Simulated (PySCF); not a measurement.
Mapped SMILES: `[CH2:1]=[CH:2][Si@H:3]([Cl:4])[SiH2:5][O:6][CH3:7]`. Hydrogens are named by the atom that carries them. Ha(C1) is cis to Si3; Ha(Si5) is pro-R; Hb(Si5) is pro-S; Hb(C1) is trans to Si3.

Level of theory: geometry from GFN2-xTB, shielding tensors at PBE0/pcSseg-1 (GIAO), in PySCF 2.14 (relativity neglected, in vacuum, one conformer, fast rotation and ring inversion assumed for equivalent nuclei).

References, each an isolated molecule treated in the same way: TMS for 13C and 1H and 29Si; 35Cl vs HCl; 17O against H2O.

```
  atoms  nucleus  count  δ (ppm)
     O6      17O      1    -16.1
 H(Si3)       1H      1     5.65
Ha(Si5)       1H      1     5.08
  H(C2)       1H      1        ?
    Si3     29Si      1    -21.3
Hb(Si5)       1H      1     5.17
  H(C7)       1H      3     3.69
    Cl4     35Cl      1      -90
 Ha(C1)       1H      1     6.42
     C2      13C      1        ?
    Si5     29Si      1        ?
     C7      13C      1        ?
     C1      13C      1    143.8
 Hb(C1)       1H      1     6.68
```

Task: Complete the table.

Result: 
- C2: 139.1 ppm, alkene CH; the olefinic region
- C7: 56.1 ppm, methyl carbon bonded to O; the inductive effect lowers its shielding
- H(C2): 6.50 ppm, hydrogen on an alkene CH; attached to an sp2 carbon and in the plane of the double bond
- Si5: -27.0 ppm, silicon bonded to O, Si, 2 H

Shifts are as computed. Against solution values, carbons near 30 ppm lie about +3 ppm off and those near 130 ppm about +5 ppm. Of 1309 compounds with measured shifts, 239 miss one by over three times the rms of a fit or turn the order of signals round; such compounds aren't used in these exercises. Experimental scales use liquid or dissolved standards, which lie at an offset from isolated H2O (liquid H2O: subtract about 36 ppm).
